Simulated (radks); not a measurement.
The table gives one normalised radial function P(r) = r R(r) (large component) of Er+ in [Kr] 4d10 4f12 5p6 6s1 7s2 (r in bohr). Method: Dirac Kohn-Sham, PBE, spin-unpolarised, spherical densities, point nucleus; open shells are shared between the two j in proportion to 2j + 1; computed with a radial shooting solver on a logarithmic mesh with Libxc functionals.

r           P
0.002288   0.0036
0.002684   0.0049
0.00315    0.0065
0.003727   0.0089
0.004373   0.0119
0.005132   0.0157
0.006022   0.0208
0.007067   0.0273
0.008294   0.0357
0.009811   0.0469
0.01151    0.0602
0.01351    0.0765
0.01586    0.0959
0.01861    0.1183
0.02183    0.1433
0.02562    0.1696
0.03031    0.1963
0.03557    0.2175
0.04174    0.2297
0.04898    0.2274
0.05748    0.2045
0.06746    0.1559
0.0798     0.0749
0.09364   -0.0270
0.1099    -0.1411
0.129     -0.2470
0.1513    -0.3172
0.1776    -0.3232
0.2101    -0.2396
0.2465    -0.0764
0.2893     0.1373
0.3395     0.3447
0.3984     0.4769
0.4675     0.4772
0.5531     0.3136
0.649      0.0299
0.7616    -0.3128
0.8938    -0.6347
1.049     -0.8662
1.231     -0.9662
1.444     -0.9294
1.709     -0.7764
2.005     -0.5758
2.353     -0.3759
2.761     -0.2138
3.24      -0.1042
3.803     -0.0424
4.498     -0.0135
5.279     -0.0036
6.195     -0.0007
7.27      -0.0001
8.531     0.0000
10.01     0.0000
11.84     0.0000
13.9      0.0000
16.31     0.0000
19.14     0.0000

Which n and l does it have? It may be an empty orbital.

Answer. n = 5, l = 1: the number of nodes gives n - l - 1 = 3, the rise at small r points to l (this Dirac orbital starts as r^gamma with gamma = sqrt((l + 1)^2 - (Z/c)^2) = 1.94; the j = 3/2 orbital of l + 1 starts with the same power, but with a smaller coefficient, and then steepens), and the extent must fit the shell. The curve is that of 5p3/2; the two j differ most near the nucleus, where j = l - 1/2 has the larger amplitude, and in heavy atoms j = l - 1/2 is also the more compact. 5p3/2: eigenvalue -48.819 eV, 3 radial nodes at r = 0.0900, 0.262, 0.659 bohr, <r> = 1.44 bohr, 90 % of the charge inside 2.10 bohr.
